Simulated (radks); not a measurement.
Values are calculated unless marked as measured or tabulated.
Numerical settings for neutral silver, [Kr] 4d10 5s1. Code: a radial shooting solver on a logarithmic mesh with Libxc functionals. Model: scalar-relativistic Kohn-Sham, PBE, spin-polarised, spherical densities, point nucleus; open shells are filled with parallel spins first (spin-orbit coupling, left out, can overturn this in heavy ions). The defaults (mesh step 0.008 in ln r, mesh end at 40 bohr or more with all orbitals vanishing there, Anderson mixing 0.5 over 9 steps, residual threshold near 1e-9 with the energy settled to 1e-9 hartree or 1e-11 of itself, here a cap of 62 iterations) give E = -5316.0418 hartree and 5s at -4.734 eV in 14 iterations. Run on one thread of a shared host, so times are rough (Arm Neoverse V1): 0.23 s of CPU time, 0.23 s wall, 14 iterations on 2725 mesh points. Changes against that run (0 stands for a change within the tolerance of the run):

setting                    iterations         converged  E (mhartree)  e(5s) (meV)  CPU (s)
mesh step in ln r 0.003            14               yes             0            0     0.59
mesh step in ln r 0.03             14               yes      +0.00115            0     0.08
mesh step in ln r 0.2               2                no      diverged            -     0.03
mesh end (bohr) 3                  14  level above zero     +1.35e+03    +2.32e+04     0.18
mesh end (bohr) 20                 14               yes             0            0     0.22
residual threshold 0.1             10               yes             0       +0.782     0.18
residual threshold 1e-05           11               yes             0      -0.0208      0.2
mixing 0.01                        62                no             0            0     0.78
linear mixing, mixing 0.8          62                no     +1.04e+04    -8.15e+03      1.8
linear mixing, mixing 0.5          30               yes             0            0     0.39
mixing history 3                   19               yes             0            0     0.28
iteration cap 5                     5                no        +0.972         +157      0.1

Settled on a wrong energy, with an occupied level pushed above zero by the early mesh end: mesh end (bohr) 3 (+1.35 hartree). Apart from these: no run marked as converged misses the energy by more than 1 mhartree. A mesh that ends early acts as a hard wall.
